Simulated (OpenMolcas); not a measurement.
An atom or ion with 6 electrons was computed by XMS-RASPT2, IPEA 0.25 Eh, imaginary shift 0.1 Eh with spin-orbit coupling (OpenMolcas, ANO-RCC-VTZP, DKH2). The lowest levels that the run gave, each within 12 % of the measured value where one is at hand:

```csv
J,Parity,E (cm⁻¹),g
0,even,0.0,
1,even,106,1.501
2,even,312,1.501
2,even,21020,1.000
0,even,44740,
2,odd,59510,2.002
1,odd,120760,0.499
2,odd,120760,1.167
3,odd,120760,1.334
0,odd,143910,
1,odd,143910,1.501
2,odd,143910,1.501
```

**Question.** Which ion is it, and what are the configurations and terms?

**Answer.** O2+ (Z = 8, charge +2; active space 4 electrons in 9 orbitals (RAS2 2s 2p; RAS3 3d, at most 2 electrons)). J, parity and g give the terms where levels are pure, and mixed ones are named by the computed weights; the size of the splittings, set against known spectra of the 6-electron sequence, gives the charge. In order, with the measured energies in cm⁻¹ (Moore, Selected Tables of Atomic Spectra, NSRDS-NBS 3, section 11): 2s² 2p² ³P₀, 2s² 2p² ³P₁ (113), 2s² 2p² ³P₂, 2s² 2p² ¹D₂ (20273), 2s² 2p² ¹S₀ (43186), 2s 2p³ ⁵S°₂ (60325), 2s 2p³ ³D°₁, 2s 2p³ ³D°₂, 2s 2p³ ³D°₃, 2s 2p³ ³P°₀, 2s 2p³ ³P°₁, 2s 2p³ ³P°₂.

CASPT2 does not keep the components of a term degenerate, so their means are used; among the terms shown or strongly mixed into the levels shown the widest spread is 46 cm-1 (2s 2p³ ³D°). Active for correlation alone: 3d; no level in the range computed is led by a configuration that fills it, so any true level of that kind is missing. Measured partners are found by configuration, term and J. A level has none where our copy of the source lacks it or the pairing is in doubt (some pairs that miss far off the trend of their configuration count as doubtful), and it then counts in no deviation. Only configurations of the active space appear.

° marks odd parity.
